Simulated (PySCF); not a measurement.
C2H5O, SMILES C[CH]O, multiplicity 2. Atoms are numbered in the order given.

```xyz
8

C     -1.2006    -0.1783     0.2132
C      0.2067     0.2070     0.4277
O      1.0386    -0.0788    -0.6169
H     -1.7796    -0.0226     1.1249
H     -1.6766     0.4036    -0.5912
H     -1.2767    -1.2331    -0.0678
H      0.4674     1.0650     1.0423
H      1.9205     0.2447    -0.4185
```
Charge 0, spin multiplicity 2.

The structure is a stationary point at PBE0-D3(BJ)/def2-TZVP. The isomer is the one that the SMILES or the coordinates give; other isomers of the formula were not compared. Other conformers were not sampled.

Method: TDA-PBE/def2-SVPD in PySCF.

Vertical excitations. Isolated molecule, no solvent.

Q: Estimate the UV-visible absorptions. (The exact figures need the calculation; the answer reports its results.)

A: 
```csv
state,energy (eV),λ (nm),f,main pairs
root 1,3.16,393,0.001,α HOMO→LUMO 100 %
root 2,4.11,302,0.002,α HOMO→LUMO+1 100 %
root 3,4.72,263,0.011,α HOMO→LUMO+2 100 %
root 4,5.40,230,0.037,α HOMO→LUMO+3 98 %
root 5,5.80,214,0.001,α HOMO→LUMO+4 100 %
root 6,6.10,203,0.003,α HOMO→LUMO+5 100 %
root 7,6.39,194,0.009,"β HOMO→LUMO 83 %, β HOMO−1→LUMO 13 %"
root 8,6.66,186,0.011,α HOMO→LUMO+6 98 %
root 9,6.87,180,0.003,α HOMO→LUMO+7 98 %
root 10,6.93,179,0.059,"α HOMO→LUMO+8 70 %, β HOMO−1→LUMO 24 %"
```
Unrestricted roots are not spin-pure.
